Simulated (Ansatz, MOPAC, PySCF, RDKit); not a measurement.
Dimer: H2S (SMILES S) (first 3 atoms) with HI (SMILES I); geometry from B3LYP-D3(BJ)/def2-TZVP, rigid monomers moved along the line of their centres of mass till S1···H5 is 2.85 Å.
(charge 0, multiplicity 1):
```xyz
5

S     -0.0946     0.0723     0.1021
H      0.0562     1.4018     0.2197
H     -1.3905     0.1264     0.4512
I      0.8665    -0.2301     4.4673
H      0.5888    -0.2059     2.8578
```

Counterpoise-corrected where a basis set is named; no monomer relaxation. Rows marked so take none. RDKit's UFF carries no charges.

Correlated levels freeze the cores. Filled d and f shells under p-block atoms count as core. CBS(a, b) extrapolates the correlation energy as X⁻³ and adds the Hartree–Fock energy of set b. Rows in 3-21G, STO-3G carry no dispersion term and start afresh at each structure; the Pople sets are all-electron and without relativity. The state reached by PM7 isn't checked; PM7 holds dispersion and hydrogen-bond terms.

Programs: Ansatz (Gaussian orbitals); MOPAC for PM7 (differences of heats of formation); PySCF for 3-21G rows, STO-3G rows, the dispersion terms; RDKit for the force fields. Values without a source in brackets are computed. In def2 rows elements past Kr take small-core potentials, without spin–orbit coupling.

| level | interaction energy (kcal/mol) |
|---|---|
| UFF | -0.16 |
| PM7 | -1.45 |
| HF/STO-3G (no counterpoise) | -1.08 |
| PBE-D4/def2-TZVPPD | -3.01 |
| B3LYP/3-21G (no counterpoise) | -2.41 |
| MP2/def2-SVPD | -2.05 |
| MP2/def2-QZVPPD | -2.33 |
| CCSD(T)/def2-SVPD | -1.70 |
| CCSD(T)/CBS(def2-TZVPPD, def2-QZVPPD) | … |

Task: What belongs in the gaps?

Result: 
- CCSD(T)/CBS(def2-TZVPPD, def2-QZVPPD), interaction energy (kcal/mol): -2.15

Ansatz is a first-principles code.
